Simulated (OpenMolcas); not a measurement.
What dynamic correlation does to the levels of Gd3+

* Program: OpenMolcas
* Basis: ANO-RCC-VTZP [8s7p5d3f2g1h]
* Scalar Hamiltonian: DKH2, point nucleus
* Active space: 7 electrons in 12 orbitals (RAS2 4f; RAS3 5d, at most 1 electron)
* State averaging: 2S+1 = 8 odd, 1 root; 2S+1 = 6 odd, 48 roots; 2S+1 = 4 odd, 119 roots kept (CI in the orbitals of an earlier block); 2S+1 = 2 odd, 113 roots kept (CI in the orbitals of an earlier block); 2S+1 = 8 even, 35 roots (16 in the spin-orbit step); 2S+1 = 6 even, 35 roots kept (CI in the orbitals of an earlier block, 3 in the spin-orbit step); 2S+1 = 4 even, 1 root kept (CI in the orbitals of an earlier block, 0 in the spin-orbit step)
* Spin-orbit coupling: RASSI with atomic mean-field integrals over the reference wave functions, term energies averaged over their components

Methods on the same reference wave functions:
A. RASSCF
B. SS-RASPT2, IPEA 0.25 Eh, imaginary shift 0.1 Eh (closed shells correlated: 5s 5p)

Energies in cm⁻¹ above 4f⁷ ⁸S°_7/2.

| Level | A | B |
| --- | --- | --- |
| 4f⁷ ⁸S°_7/2 | 0.0 | 0.0 |
| 4f⁷ ⁶P°_7/2 | 40006 | 35400 |
| 4f⁷ ⁶P°_5/2 | 40513 | 35850 |
| 4f⁷ ⁶P°_3/2 | 41028 | 36370 |
| 4f⁷ ⁶I°_7/2 | 43455 | 40100 |
| 4f⁷ ⁶I°_9/2 | 43861 | 40530 |
| 4f⁷ ⁶I°_17/2 | 44002 | 40720 |
| 4f⁷ ⁶I°_11/2 | 44203 | 40900 |
| 4f⁷ ⁶I°_15/2 | 44380 | 41100 |
| 4f⁷ ⁶I°_13/2 | 44406 | 41120 |
| 4f⁷ ⁶D°_9/2 | 49122 | 44050 |
| 4f⁷ ⁶D°_1/2 | 50197 | 45210 |
| 4f⁷ ⁶D°_7/2 | 50506 | 45490 |
| 4f⁷ ⁶D°_3/2 | 50553 | 45560 |
| 4f⁷ ⁶D°_5/2 | 50817 | 45820 |
| 4f⁷ ⁶G°_9/2 [56 %] | 64320 | 57210 |
| 4f⁷ ⁶G°_13/2 | 66370 | 59260 |
| 4f⁷ ⁴N°_17/2 [74 %] | 66772 | 64540 |
| 4f⁷ ⁴N°_23/2 | 67592 | 65670 |
| 4f⁷ ⁴N°_19/2 | 67768 | 65770 |
| 4f⁷ ⁴N°_21/2 | 68130 | 66230 |
| 4f⁷ ⁶F°_5/2 [72 %] | 69327 | 62140 |
| 4f⁷ ⁴H°_11/2(1) [72 %] | 70121 | 65070 |

From A to B the spin-free energies of the other terms of 4f⁷ shown, above ⁸S°, scale by factors of 0.89 to 0.97.

The lowest spin-free term lies below A's lowest term by 0.527 hartree in B.

CASPT2 breaks the degeneracy within a term, and the mean is taken; among the terms shown or strongly mixed into the levels shown the widest spread is 78 cm-1 (4f⁷ ⁴H°(1), B). High states are left out of the spin-orbit mixing, which shifts the levels that they would mix with. Terms from blocks run as CI alone lack orbitals of their own. Without dynamic correlation excited terms often stand tens of per cent too high (terms of higher spin than the ground term too low), and those without a measured partner can miss by more than the paired ones (holds for A). Each CASPT2 term energy is a mean over a sample of three components (holds for B). Only configurations of the active space appear. Levels that lie high or do not pair safely by name in every column are left out.

A share in square brackets marks a mixed level and gives the weight of the term that names it, the lowest over the columns. A number in round brackets counts repeated terms of one configuration in the order of the reference energies. ° marks odd parity.
